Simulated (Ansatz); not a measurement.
# Worked example: C2HF5O + C3H5 → C2HF4O + C3H5F

Species: C2HF5O ((difluoromethoxy)(trifluoro)methane) `FC(F)OC(F)(F)F`, singlet; C3H5 `[CH2]C=C`, doublet; C2HF4O `F[C](F)OC(F)F`, doublet; C3H5F `C=CCF`, singlet. A radical takes F: the energy is the difference in strength between two C–F bonds in different surroundings.

Shapes, held fixed at every level: PBE0-D4/def2-TZVP. Flexible molecules stand in one conformer, not always the lowest. Programs: Ansatz 0.2.0. Electronic energies: no zero-point or thermal term.

At B2PLYP/def2-TZVPP; 1 Eh = 2625.50 kJ/mol:

| species | energy (Eh) |
| --- | --- |
| C2HF5O | -651.183077 |
| C3H5 | -117.188320 |
| C2HF4O | -551.263363 |
| C3H5F | -217.063102 |

**Question.** Work out ΔE of the reaction at this level.

**Answer.** 
1. Products less reactants: (-551.263363) + (-217.063102) − [(-651.183077) + (-117.188320)] = 0.044932 Eh = +118.0 kJ/mol.

Other levels give +115.3 (PBE-D4/def2-TZVPP) to +142.2 kJ/mol (HF/def2-TZVPP). No measured value is set beside it here. Spin contamination: C3H5 (⟨S²⟩ up to 0.95). Open shells run unrestricted unless RO is named.
